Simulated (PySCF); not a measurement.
Molecule: `C(/C=C/C(=C\C#C)F)=C`, C8H7F.

Cartesian coordinates in Å; atom numbers follow the order of the lines, from 1:
```xyz
16

C    -3.224    2.077   -0.266
C    -2.907    0.939   -0.041
C    -2.583   -0.397    0.229
C    -1.318   -0.859    0.259
F    -1.141   -2.174    0.535
C    -0.125   -0.099    0.026
C     1.117   -0.616    0.068
C     2.305    0.156   -0.166
C     3.534   -0.355   -0.122
H    -3.492    3.072   -0.464
H    -3.406   -1.071    0.422
H    -0.288    0.947   -0.191
H     1.252   -1.667    0.287
H     2.160    1.206   -0.385
H     3.703   -1.397    0.095
H     4.408    0.246   -0.299
```

Frames of a GFN2-xTB Langevin trajectory at 300 K; GIAO PBE0/pcSseg-1 shieldings in PySCF 2.14, gas phase, non-relativistic; equivalent atoms averaged within each frame.

References, each an isolated molecule treated in the same way: TMS for $^{13}$C (σ = 186.93 ppm), $^{1}$H (σ = 31.72 ppm); CFCl3 for $^{19}$F (σ = 170.95 ppm). The references are static minima.

How do the shifts (ppm) fluctuate along the trajectory?

Answers


```
         time (fs)     C4     C8     C7     C9     C6     C1     C3    C2      F5   H12
               250  189.8  149.2  137.0  133.9  123.9  103.8  103.4  84.9  -108.9  7.37
               425  176.1  145.6  144.1  132.6  126.2  104.4   97.6  85.8  -114.5  6.58
               625  178.1  150.1  146.7  138.6  131.7   96.3   89.8  85.7  -107.1  7.41
               800  180.7  154.7  150.3  140.2  134.6  102.0   97.5  84.3  -119.5  6.58
              1000  182.0  150.0  137.3  133.0  128.2  107.1  102.1  97.2  -101.9  7.34
    mean of frames  181.3  149.9  143.1  135.7  128.9  102.7   98.1  87.6  -110.4  7.06
standard deviation    5.3    3.2    5.8    3.5    4.3    4.1    5.3   5.4     6.8  0.43
```

5 frames give an uncertainty of the mean of about the standard deviation over 2.2 at best, since frames this close in time may not be independent; classical motion lacks zero-point vibration, and the reference would need the same averaging.
